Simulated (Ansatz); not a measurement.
CH$_{5}$Cl$_{2}$NSi (`N[SiH](Cl)CCl`) at its PBE0-D4/def2-TZVP geometry, where that method's forces vanish. Charge 0, multiplicity 1.

| atom | x (Å) | y (Å) | z (Å) |
| --- | --- | --- | --- |
| N1 | -0.044 | 1.588 | -0.279 |
| Si2 | 0.205 | 0.201 | 0.667 |
| Cl3 | -1.232 | -0.159 | 2.109 |
| C4 | 0.215 | -1.288 | -0.473 |
| Cl5 | -1.234 | -1.265 | -1.517 |
| H6 | -0.777 | 1.581 | -0.971 |
| H7 | 0.087 | 2.506 | 0.113 |
| H8 | 1.486 | 0.334 | 1.396 |
| H9 | 0.206 | -2.226 | 0.081 |
| H10 | 1.089 | -1.271 | -1.126 |

Question: For each bond, give half the difference of the two atoms' forces along it (eV/Å; positive pushes the atoms apart) under PBE-D4, r2SCAN-D4, B3LYP-D4, ωB97M-V in def2-TZVPP. (Estimate.)

Answer: Computed: 
```
   bond  length (Å)  PBE-D4  r2SCAN-D4  B3LYP-D4  ωB97M-V
 N1–Si2       1.697    0.11       0.00      0.08     0.09
  N1–H6       1.009    0.20       0.02     -0.03    -0.03
  N1–H7       1.007    0.18       0.02     -0.02    -0.02
Si2–Cl3       2.067    0.14       0.05      0.19     0.06
 Si2–C4       1.875   -0.05      -0.04      0.00    -0.03
 Si2–H8       1.480    0.03      -0.03     -0.18    -0.19
 C4–Cl5       1.787    0.23       0.28      0.42     0.19
  C4–H9       1.090    0.11      -0.05     -0.13    -0.09
 C4–H10       1.091    0.10      -0.05     -0.13    -0.09
```

B3LYP here is the variant with VWN-RPA as its local correlation; programs differ in this.
